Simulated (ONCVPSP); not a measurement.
What one change does to a pseudopotential (silicon, ONCV)

ONCVPSP 4.0.1 input, shortened (lines: element, Z, core and valence counts, functional; n l f; lmax; l rc ep ncon nbas qcut; lloc lpopt rc5 dvloc0; l nproj debl; icmod fcfact rcfact), Wu-Cohen, scalar-relativistic:

```
  Si 14.00    3    2  -118130      upf
    1    0    2.00
    2    0    2.00
    2    1    6.00
    3    0    2.00
    3    1    1.50
    2
    0    1.65    0.00    4    8    4.40
    1    1.85    0.00    3    8    4.60
    2    1.40    0.16    5    9    6.50
    4    5    1.25   -1.00
    0    2    1.60
    1    2    3.10
    2    2    3.20
    3    3.25    1.65
```

All-electron outer shells of the reference configuration (Wu-Cohen, scalar-relativistic, ld1.x):

```tsv
shell	level (eV)	outermost node (bohr)	outermost maximum (bohr)
2s	-143.67	0.15	0.45
2p	-100.00	–	0.39
3s	-14.70	0.72	1.77
3p	-7.65	0.72	2.09
```

Change: all radii but the core radius scaled by about 1.24 (s 2.06, p 2.30, d 1.74 bohr); local potential polynomial inside 1.56 bohr (lpopt 5, dvloc0 -1 Ha).

Cutoffs: the cutoffs (Ha) at which the residual kinetic energy of the hardest occupied pseudo-wave falls to 1 and 0.1 mHa per electron; they do not see the model core or the augmentation charge, which bear on the density cutoff. Errors are all-electron minus pseudo energies relative to the spin-unpolarised reference configuration.

**Question.** Predict the effect on cutoff, ghosts and configuration errors.

**Answer.** The potential gets softer (8.1 Ha and 11 Ha → 7.2 Ha and 9.3 Ha); of the 4 tests that both files solve, the error grows in 0 and shrinks in 1 by more than 15 % and 0.3 meV (median size 2.3 → 0.9 meV); neither file shows a bound ghost. A larger radius leaves more room for a smooth pseudo-wave, so fewer plane waves are needed.

| quantity | base | changed |
| --- | --- | --- |
| cutoff, loose | 8.1 Ha | 7.2 Ha |
| cutoff, tight | 11 Ha | 9.3 Ha |
| loose cutoff by channel | s 8.1 Ha, p 3.4 Ha | s 7.2 Ha, p 3.3 Ha |
| bound ghosts | none | none |
| GHOST(+) flags under 300 eV | s at 82.7 eV | s at 121.2 eV |
| error for 3s2 3p2, meV [ΔE -2.91 eV] | +0.7 | +0.7 |
| error for 3s2 3p1, meV [ΔE 4.81 eV] | +0.7 | +0.6 |
| error for 3s2 3p0, meV [ΔE 20.80 eV] | +3.9 | +1.1 |
| error for 3s1 3p2, meV [ΔE 12.23 eV] | -10 | -11 |
| rms error of d²Exc/dni dnj with the model core, mHa | 2.68 | 2.78 |

Base: The cutoffs count occupied waves only; projector 2 of the d channel, the hardest unoccupied one, needs 34 Ha at the loose tolerance. Changed file: The cutoffs count occupied waves only; projector 2 of the d channel, the hardest unoccupied one, needs 36 Ha at the loose tolerance.
